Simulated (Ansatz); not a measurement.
## Cost against result

The pair of F2 (SMILES FF, atoms 1–2) and GeH4 (SMILES [GeH4], atoms 3–7), both closed shells, in one local arrangement (a lower one may exist), relaxed at PBE0-D4/def2-TZVP:

```
atom    x (Å)    y (Å)    z (Å)
  F1   0.5290   0.2761  -2.4617
  F2  -0.7011  -0.2619  -2.7622
 Ge3   0.0343  -0.0029   1.0440
  H4  -0.1710  -0.1241   2.5602
  H5  -1.0471   0.9114   0.4538
  H6  -0.0638  -1.3931   0.4027
  H7   1.4195   0.5944   0.7633
```

Interaction energies are counterpoise-corrected; the time is that of the whole pair.

Ansatz 0.2.0; basis: as named in each row; cores frozen in the correlated methods. Filled d shells of the heavier atoms are correlated. The def2 sets are not built for correlating such inner shells, so the correlated values are less sure here. B3LYP uses VWN-RPA correlation. Extrapolation: Hartree–Fock as exp(−7.88 √X), correlation as X^−2.97.

Times are rough, for one single point on 4 threads of a shared host (Arm Neoverse N1).

The estimate by CCSD(T) at an estimated basis limit (MP2 extrapolated from triple and quadruple zeta, plus CCSD(T) − MP2 in triple zeta) is -0.023 eV.

```csv
method,basis,time (s),interaction energy (eV),method less estimate
HF,STO-3G,under 1,0.011,0.034
SPW92,def2-SVP,under 1,-0.034,-0.011
PBE-D4,STO-3G,under 1,-0.012,0.012
PBE-D4,def2-SVP,under 1,-0.025,-0.002
B3LYP-D4,6-31G,under 1,-0.011,0.013
PBE0-D4,def2-SVP,under 1,-0.021,0.002
revPBE-D4,def2-TZVPPD,2,-0.001,0.022
PBE-D4,def2-TZVPPD,2,-0.024,-0.001
BLYP-D4,def2-TZVPPD,2,-0.001,0.023
PBE0-D4,def2-TZVPPD,3,-0.020,0.003
HSE06-D4,def2-TZVPPD,3,-0.020,0.003
CCSD(T),def2-SVP,3,0.002,0.026
B3LYP-D4,def2-TZVPPD,3,-0.009,0.014
r2SCAN-D4,def2-TZVPPD,4,-0.028,-0.004
wB97M-V,def2-SVP,4,-0.024,-0.001
B2PLYP,def2-TZVPPD,6,-0.001,0.023
wB97X-V,def2-TZVPPD,8,-0.029,-0.006
B97M-V,def2-TZVPPD,8,-0.024,-0.001
wB97M-V,def2-TZVPPD,10,-0.028,-0.004
MP2,def2-QZVPPD,18,-0.021,0.003
CCSD(T),def2-TZVPPD,110,-0.019,0.004
```

The T1 diagnostic stays at or below 0.013. The restricted Hartree–Fock reference is unstable towards an unrestricted one at one or more of these structures.
